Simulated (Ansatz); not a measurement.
The same molecule with X = O, S, Se, Te. Ansatz, PBE0-D4/def2-TZVP geometries, multiplicity 1. Each molecule was computed in one conformer, which needn't be the lowest.

Elements past krypton have def2 core potentials. Scalar relativity is left out up to krypton.

```csv
X,molecule,mean X–C bond length / Å,mean X–H bond length / Å,HOMO energy (ωB97M-V/def2-TZVPP) / eV,LUMO energy (B3LYP/def2-TZVPP) / eV,HOMO energy (B3LYP/def2-TZVPP) / eV
S,`CCS`,1.813,1.343,-9.00,0.21,-6.52
Se,`CC[SeH]`,1.958,1.469,-8.68,-0.14,-6.24
Te,`CC[TeH]`,2.158,1.658,-8.15,-0.83,-5.81
```

Give the row for X = O, `CCO`. (Best estimate.)

Computed: 
```json
{"X": "O", "molecule": "`CCO`", "mean X–C bond length / Å": "1.413", "mean X–H bond length / Å": "0.961", "HOMO energy (ωB97M-V/def2-TZVPP) / eV": "-10.29", "LUMO energy (B3LYP/def2-TZVPP) / eV": "0.68", "HOMO energy (B3LYP/def2-TZVPP) / eV": "-7.60"}
```

From O to Te the mean X–C bond length rises at each step, by 0.745 Å in all; the mean X–H bond length rises at each step, by 0.697 Å in all; the HOMO energy (ωB97M-V/def2-TZVPP) rises at each step, by 2.14 eV in all; the LUMO energy (B3LYP/def2-TZVPP) falls at each step, by 1.51 eV in all; the HOMO energy (B3LYP/def2-TZVPP) rises at each step, by 1.79 eV in all. Bonds lengthen as the atom grows down the group.

B3LYP here is the variant with VWN-RPA as its local correlation; programs differ in this.

Spin–orbit coupling is left out; it splits and shifts lone-pair levels of the heavy atoms by tenths of an eV.
